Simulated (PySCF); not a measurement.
**Ionisation energy of Cd³⁶⁺ by level of theory**

Cd³⁶⁺ [Ne] 3s2 (1S) → Cd³⁷⁺ [Ne] 3s1 (2S), as a difference of total energies. All numbers are calculated (PySCF 2.14, the spin-free X2C one-electron Hamiltonian (Gaussian nucleus), in an even-tempered Gaussian basis (18 s from 6.2 bohr⁻², ratio 2.5; 12 p from 8.1 bohr⁻², ratio 2.5; 4 d from 30 bohr⁻², ratio 2.7; 4 f from 45 bohr⁻², ratio 2.7)). Correlated levels: outer shells: 1s2 frozen; virtual orbitals above 40 to 60 times the deepest correlated orbital energy dropped. The calculations carry no spin-orbit coupling.

```csv
method,ionisation energy (eV)
UHF,2420.0
LDA,2424.0
PBE,2425.8
PBE0,2424.7
r2SCAN,2420.1
PW91,2426.3
BHandHLYP,2423.5
MP2 (outer shells),2423.3
SCS-MP2 (outer shells),2423.7
```

Problem. How much does correlation contribute at MP2 (outer shells)?

Solution. 2423.3 − (2420.0) = 3.3 eV, measured against UHF.

Breit and QED terms and the two-electron picture change are absent.

For comparison: 2427 ± 3 eV (semi-empirical (NIST evaluation); NIST Atomic Spectra Database, ionization energies).
